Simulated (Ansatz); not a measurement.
The cluster Cu2Ni⁻. The state is a doublet with charge -1. Geometry PBE-D4/def2-TZVP, that of the neutral singlet; atoms count from 1.

```xyz
3

Ni   -1.277   -0.232   -0.107
Cu    0.762   -0.015   -1.140
Cu    0.514    0.248    1.247
```

The charge -1 doublet is spin-contaminated (final ⟨S²⟩ up to 1.78, 0.75 for a pure state). The highest occupied level of the charge -1 doublet lies above zero (up to 0.24 eV). Its loss leaves the charge 0 singlet, which lies 1.58 eV higher (vertical, at PBE0-D4/def2-TZVPD), but this difference is unsure: the singlet is doubtful (at the level of its geometry, restricted singlet, unstable towards broken spin symmetry). The structure comes from a short search, and lower isomers may exist.

**Question.** Estimate the Mulliken populations from the PBE0/def2-TZVPD orbitals of Ansatz.

**Answer.** 
```json
{"atom": "Ni1", "charge (e)": "-0.26", "spin (α − β)": "-0.35", "d electrons": "8.88"}
{"atom": "Cu2", "charge (e)": "-0.37", "spin (α − β)": "0.67", "d electrons": "9.92"}
{"atom": "Cu3", "charge (e)": "-0.37", "spin (α − β)": "0.67", "d electrons": "9.92"}
```
Mulliken values and Mayer orders depend strongly on the basis. With diffuse functions, as here, like atoms can get unlike values, and bond orders can come out too low or too high.

**Question.** Where does the spin sit?

**Answer.** Summed by element: Ni -0.35, Cu 1.35, of 1 unpaired in all. Largest on single atoms: Cu2 0.67, Cu3 0.67, Ni1 -0.35.

**Question.** And the Mayer bond orders between bonded heavy atoms (over 0.3)?

**Answer.** Ni1–Cu2 0.95 (2.30 Å); Ni1–Cu3 0.95 (2.30 Å); Cu2–Cu3 0.92 (2.41 Å).
